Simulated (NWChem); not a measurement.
# CdNH$_{2}$F; SMILES [NH2][Cd][F]

```xyz
5

Cd     0.4940    -0.2682     0.0400
F     -0.0095    -2.1307     0.0469
N      1.0289     1.6563     0.0378
H      0.4889     2.1897    -0.6436
H      2.0057     1.7658    -0.2358
```
Atoms are numbered in this order, from 1.

Level: PBE0/def2-SVP with def2 effective core potentials on Cd (NWChem), optimised geometry, unscaled harmonic frequencies. def2 effective core potentials on Cd; no spin-orbit coupling.

```tsv
frequency (cm⁻¹)	IR intensity (km/mol)
140	19.1
144	13.7
530	26.2
604	121.5
659	46.3
824	24.5
1540	4.5
3532	8.6
3627	10.3
```

```yaml
zero_point_energy: 16.6 kcal/mol
thermal correction to the enthalpy at 298.15 K (with zero-point energy): 20.1 kcal/mol
heat capacity Cv: 13.6 cal/(mol K)
entropy at 298.15 K and 1 atm (symmetry number 1): 70.0 cal/(mol K)
```

Rigid rotor and harmonic oscillator.
